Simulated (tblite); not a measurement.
Species: C₆H₁₄N (charge +1).
Numbering: `[CH3:1][NH+:2]([CH3:3])[CH2:4][CH:5]1[CH2:6][CH2:7]1` (hydrogens: H8, H9, H10 on C1; H11 on N2; H12, H13, H14 on C3; H15, H16 on C4; H17 on C5; H18, H19 on C6; H20, H21 on C7)

Computed with GFN2-xTB (tblite), gas phase: nudged elastic band of 9 images (0 to 8), spring 0.2 eV/Å², climbing image at the end, force threshold 0.05 eV/Å. No saddle search or frequency run followed, so the top image need not be a first-order saddle, and its height can exceed the method's true barrier by a kcal/mol or more.

Path: rotation about C4–N2 (sp3 carbon bound to nitrogen, ammonium nitrogen), followed by the dihedral C5–C4–N2–C1. Start geometry (image 0):
```
atom  x, y, z in Å
C1     -2.166   -0.286   -0.942
N2     -1.032    0.237   -0.161
C3     -1.497    0.805    1.116
C4      0.026   -0.802    0.039
C5      1.313   -0.188    0.525
C6      2.612   -0.632   -0.087
C7      2.067    0.721   -0.409
H8     -2.628   -1.115   -0.407
H9     -2.912    0.492   -1.093
H10    -1.830   -0.640   -1.915
H11    -0.587    0.996   -0.694
H12    -0.663    1.235    1.666
H13    -2.233    1.587    0.934
H14    -1.956    0.024    1.719
H15     0.196   -1.294   -0.921
H16    -0.354   -1.543    0.746
H17     1.340    0.051    1.580
H18     3.472   -0.703    0.559
H19     2.585   -1.393   -0.851
H20     2.560    1.587    0.002
H21     1.678    0.879   -1.405
```

The converged band, energies from image 0, some withheld:

```json
{"image": "0", "dihedral (°)": "166", "C5–C4 (Å)": "1.507", "C4–N2 (Å)": "1.497", "N2–C1 (Å)": "1.472", "C5–C4–N2 (°)": "111.4", "C4–N2–C1 (°)": "111.6", "E (meV)": "0"}
{"image": "1", "dihedral (°)": "-179", "C5–C4 (Å)": "1.507", "C4–N2 (Å)": "1.499", "N2–C1 (Å)": "1.473", "C5–C4–N2 (°)": "112.0", "C4–N2–C1 (°)": "111.2", "E (meV)": "18"}
{"image": "2", "dihedral (°)": "-162", "C5–C4 (Å)": "1.507", "C4–N2 (Å)": "1.506", "N2–C1 (Å)": "1.473", "C5–C4–N2 (°)": "112.9", "C4–N2–C1 (°)": "110.8", "E (meV)": "75"}
{"image": "3", "dihedral (°)": "-146", "C5–C4 (Å)": "1.506", "C4–N2 (Å)": "1.516", "N2–C1 (Å)": "1.474", "C5–C4–N2 (°)": "113.9", "C4–N2–C1 (°)": "110.8", "E (meV)": "157"}
{"image": "4", "dihedral (°)": "-128", "C5–C4 (Å)": "1.506", "C4–N2 (Å)": "1.522", "N2–C1 (Å)": "1.475", "C5–C4–N2 (°)": "114.6", "C4–N2–C1 (°)": "111.4", "E (meV)": "?"}
{"image": "5", "dihedral (°)": "-111", "C5–C4 (Å)": "1.506", "C4–N2 (Å)": "1.521", "N2–C1 (Å)": "1.475", "C5–C4–N2 (°)": "114.8", "C4–N2–C1 (°)": "112.1", "E (meV)": "?"}
{"image": "6", "dihedral (°)": "-92", "C5–C4 (Å)": "1.507", "C4–N2 (Å)": "1.513", "N2–C1 (Å)": "1.474", "C5–C4–N2 (°)": "114.8", "C4–N2–C1 (°)": "112.6", "E (meV)": "154"}
{"image": "7", "dihedral (°)": "-76", "C5–C4 (Å)": "1.507", "C4–N2 (Å)": "1.506", "N2–C1 (Å)": "1.474", "C5–C4–N2 (°)": "114.5", "C4–N2–C1 (°)": "112.6", "E (meV)": "101"}
{"image": "8", "dihedral (°)": "-64", "C5–C4 (Å)": "1.507", "C4–N2 (Å)": "1.502", "N2–C1 (Å)": "1.475", "C5–C4–N2 (°)": "114.0", "C4–N2–C1 (°)": "112.6", "E (meV)": "?"}
```

Q: Estimate the withheld energies, and name the highest image.

A: image 4: 216 meV; image 5: 212 meV; image 8: 63 meV. The highest is image 4.

Q: Between which neighbours does the energy rise most, and fall most?

A: It rises most from image 2 to 3 (+82 meV) and falls most from image 5 to 6 (-58 meV).

Q: Give the height of the top above the start in other units, and in kT at 298.15 K.

A: 0.2162 eV = 4.99 kcal/mol = 20.9 kJ/mol = 1744 cm⁻¹, or 8.4 kT.

Q: What forces remain on the atoms at the highest image?

A: 
```
atom  x, y, z in Å  |  force x, y, z in eV/Å
C1     -2.397   -0.580   -0.414    0.000  -0.007  -0.007
N2     -1.132    0.173   -0.504   -0.004   0.004   0.004
C3     -1.087    1.196    0.560   -0.012   0.001   0.009
C4      0.069   -0.762   -0.541    0.003   0.012   0.005
C5      1.137   -0.450    0.474   -0.004   0.011   0.009
C6      2.584   -0.603    0.089    0.003  -0.013  -0.004
C7      2.016    0.760    0.304    0.017   0.009  -0.007
H8     -2.425   -1.134    0.523   -0.003  -0.005  -0.006
H9     -3.243    0.105   -0.438   -0.009  -0.018  -0.018
H10    -2.490   -1.277   -1.245    0.018  -0.013  -0.005
H11    -1.141    0.680   -1.393   -0.004   0.007   0.006
H12    -0.202    1.818    0.458   -0.008  -0.001   0.016
H13    -1.969    1.829    0.491   -0.012   0.002   0.007
H14    -1.073    0.718    1.536   -0.018  -0.006   0.006
H15     0.495   -0.721   -1.544    0.003   0.016   0.004
H16    -0.299   -1.776   -0.372    0.003   0.010   0.005
H17     0.889   -0.742    1.486   -0.002   0.028   0.009
H18     3.258   -1.002    0.829   -0.006  -0.018  -0.007
H19     2.824   -0.903   -0.919   -0.020  -0.020  -0.002
H20     2.301    1.306    1.189    0.029   0.002  -0.013
H21     1.874    1.383   -0.567    0.026  -0.003  -0.011
```

The largest is 0.032 eV/Å, against the threshold of 0.05 eV/Å on the band's forces.

What follows is the cost of the whole band run. Hardware: an Arm Neoverse V1 with one thread, on a shared host. Cost: 4.8 s of wall time, 0.18 GiB resident at most.
